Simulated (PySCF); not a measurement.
Si(CCH)2(Me)(OH) (C5H6OSi), SMILES C#C[Si](C)(O)C#C. Geometry: PBE0-D3(BJ)/def2-SVP. One conformer was computed; it need not be the lowest.

Problem. Give the equilibrium geometry at PBE0-D3(BJ)/def2-SVP (PySCF confirms it by a frequency run) as a Z-matrix, and its point group. (The exact figures need the calculation; the answer reports its results.)

Solution. This is not unique; one that fits is point group Cs.
```
Si
O 1 1.6619
H 2 0.9618 1 116.51
C 1 1.8398 2 110.25 3 -58.77
C 4 1.2173 2 146.88 3 -51.70
H 5 1.0758 2 156.67 3 -51.29
C 1 1.8398 2 110.25 3 58.77
C 7 1.2173 2 146.88 3 51.70
H 8 1.0758 2 156.67 3 51.29
C 1 1.8520 2 107.23 3 180.00
H 10 1.1000 1 110.58 2 -180.00
H 10 1.1003 11 108.65 1 120.97
H 10 1.1003 11 108.65 12 118.06
```
Charge 0, spin multiplicity 1.
